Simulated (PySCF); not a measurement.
How methods differ on the excitation energy of In

In [Kr] 4d10 5s2 5p1 (2P) → In [Kr] 4d10 5s1 5p1 5d1 (high-spin determinant), as a difference of total energies. All numbers are calculated (PySCF 2.14, scalar relativity by spin-free X2C-1e, in x2c-TZVPPall with one added diffuse shell each of s, p, d, f type (9s7p5d3f, 76 functions)). Correlated levels: valence: [Kr] 4d10 frozen; valence and next inner shell: [Ar] 3d10 frozen. The calculations carry no spin-orbit coupling.

```
                                method  excitation energy (eV)
                                   UHF                   7.834
                                   LDA                   9.594
                                   PBE                   9.172
                                  PBE0                   9.009
                                r2SCAN                   9.079
                                  TPSS                   9.032
                                 wB97X                   9.765
                                M06-2X                   9.155
                               wB97M-V                   9.410
                         MP2 (valence)                   8.486
                     SCS-MP2 (valence)                   8.695
    MP2 (valence and next inner shell)                   9.383
SCS-MP2 (valence and next inner shell)                   9.447
```

Q: How much does correlation contribute at MP2 (valence and next inner shell)?

A: 9.383 − (7.834) = 1.549 eV, measured against UHF.

A first-order spin-orbit estimate (lowest level to lowest level, LS coupling) adds -0.006 eV.

The upper state lies above the first ionisation limit, but in LS coupling its spin forbids autoionisation to the ground ion; at this Z spin-orbit coupling breaks that rule.

The promoted electron is Rydberg-like, and one or two diffuse shells describe it only roughly, which tends to raise the upper state.

The determinant of the upper state mixes LS terms, which raises its energy above the lowest term, most at the Hartree-Fock and MP2 levels.
